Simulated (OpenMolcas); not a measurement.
P IV: from RASSCF to RASPT2

- Program: OpenMolcas 26.06
- Basis: ANO-RCC-VQZP [6s5p3d2f1g]
- Scalar Hamiltonian: DKH2, point nucleus
- Active space: 2 electrons in 9 orbitals (RAS2 3s 3p; RAS3 3d, at most 2 electrons)
- State averaging: 2S+1 = 3 even, 3 roots; 2S+1 = 1 even, 7 roots; 2S+1 = 3 odd, 3 roots; 2S+1 = 1 odd, 3 roots
- Spin-orbit coupling: state interaction with AMFI integrals over the reference wave functions, term energies averaged over their components

Methods on the same reference wave functions:
A. RASSCF
B. SS-RASPT2, IPEA 0.25 Eh, imaginary shift 0.1 Eh (closed shells correlated: 2s 2p)
C. MS-RASPT2, IPEA 0.25 Eh, imaginary shift 0.1 Eh (closed shells correlated: 2s 2p)

Energies in eV above 3s2 1S0, the measured ground level; measured values from Martin, Zalubas and Musgrove, J. Phys. Chem. Ref. Data 14, 751 (1985).

```tsv
Level	A	B	C	Measured
3s2 1S0	0.0000	0.0000	0.0000	0.0000
3s 3p 3P* 0	8.1853	8.344	8.348	8.4208
3s 3p 3P* 1	8.2097	8.368	8.372	8.4491
3s 3p 3P* 2	8.2591	8.417	8.422	8.5072
3s 3p 1P* 1	13.2129	13.121	13.125	
3p2 1D2	19.4004	19.585	19.590	19.6071
3p2 3P0	20.2944	20.449	20.453	20.4501
3p2 3P1	20.3194	20.474	20.478	20.4804
3p2 3P2	20.3682	20.523	20.527	20.5385
```

Deviations, from unrounded energies. A percentage is the sum of absolute deviations over the sum of measured energies, with the sign that they share, or ± where signs differ.

```tsv
Against measurement	Levels	A	B	C
mean absolute deviation (cm-1)	7	1600	340	310
other configurations (%)	7	-1.3	-0.3	±0.3
```

C lies closest to measurement on these levels and A furthest from it. The largest miss of C in the table is 3s 3p 3P* 2, by -690 cm-1. The ranking rests on the paired levels alone, and a cruder setting can come out closer through cancelling errors.

Between B and C the level of the table that moves most is 3s 3p 1P* 1, by 34 cm-1 (lowest in B, highest in C).

The lowest spin-free term lies below A's lowest term by 0.045 hartree in B, 0.045 hartree in C.

Active for correlation alone: 3d; no level in the range computed is led by a configuration that fills it, so any true level of that kind is missing. Some terms mix strongly with configurations of 3d, whose occupation reaches 0.27 (3p2 1D). Computed and measured levels are paired by configuration, term and J; levels that our copy of the source lacks, or whose pairing is in doubt (as where it misses far off the trend of its configuration), stay unpaired and out of the deviations. Only configurations of the active space appear. Levels that lie high or do not pair safely by name in every column are left out.

* marks odd parity.
